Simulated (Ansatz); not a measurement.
`BC([SiH3])[SiH2]F` → `BC(F)[SiH3]` + `[SiH2]` at 500 K and 1 bar (silylene formation by 1,1-elimination).

Program: Ansatz. Geometries: PBE0-D4/def2-TZVP. ΔE: electronic, gas phase. CCSD(T)/CBS adds triple-zeta CCSD(T) − MP2 to the extrapolated MP2 energy (def2 sets, frozen cores). This one scheme is used for every species. Each species was taken in one conformer, which may not be the lowest.

| species | CCSD(T)/CBS energy (Eh) | H − E (kJ/mol) | S (J/(mol·K)) |
| --- | --- | --- | --- |
| `BC([SiH3])[SiH2]F` | -745.66823 | 275.8 | 455.8 |
| `BC(F)[SiH3]` | -455.28386 | 212.5 | 383.6 |
| `[SiH2]` | -290.19011 | 48.0 | 226.5 |

H − E and S are ideal-gas, rigid-rotor, harmonic terms from PBE0-D4/def2-TZVP, for one conformer and one mirror image of each species. 1 Eh = 2625.50 kJ/mol, R = 8.31446 J/(mol·K).

Task: By hand: ΔE, ΔH, ΔS and ΔG.

Result: ΔE = (-455.28386) + (-290.19011) − (-745.66823) = 0.19426 Eh = 510.0 kJ/mol. Δ(H − E) = 212.5 + 48.0 − 275.8 = -15.3, so ΔH = 494.7 kJ/mol. ΔS = 383.6 + 226.5 − 455.8 = 154.3 J/(mol·K). ΔG = 494.7 − 500 × (154.3)/1000 = 417.5 kJ/mol.

Task: By hand: the equilibrium constant, and the temperature at which ΔG would vanish if ΔH and ΔS stayed fixed.

Result: log₁₀ K = −ΔG/(RT ln 10) = -43.6. ΔG = 0 at ΔH/ΔS = 3206 K, far beyond where these terms or the molecules hold.

The number of gas molecules changes by +1, which sets the sign of ΔS. A doubt of 5 kJ/mol in ΔE shifts log₁₀ K by 0.5 here. Other conformers and mirror images would add mixing entropy, several J/(mol·K) or more a flexible species. These are equilibria of isolated gas molecules and say nothing of rates. Largest T1 diagnostic: 0.014 (customary marks: 0.02 for closed shells, 0.045 for open ones).
